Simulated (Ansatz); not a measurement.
Ansatz (a program for electronic structure) input:

Ansatz 0.2 input:
```yaml
crystal:
  periodic: [false, false, false]
  atoms:
    - {symbol: B, position_ang: [-0.00000000, -0.00000000, 0.00000000]}
    - {symbol: Br, position_ang: [1.65605507, -0.92445218, 0.20184112]}
    - {symbol: Br, position_ang: [-1.51005327, -0.89927593, -0.74088594]}
    - {symbol: Br, position_ang: [-0.14600180, 1.82372811, 0.53904483]}
basis:
  gaussian:
    orbitals: aug-cc-pVDZ
magnetization: {spin_polarized: false}
correlation: {method: ccsd_t, electrons: outside_noble_gas}
output: {forces: true}
```

### Question
What final total energy does it print?

### Answer
-7742.45396 Eh (CCSD(T)/aug-cc-pVDZ). The basis has 131 functions. The run takes roughly 50 core-seconds.
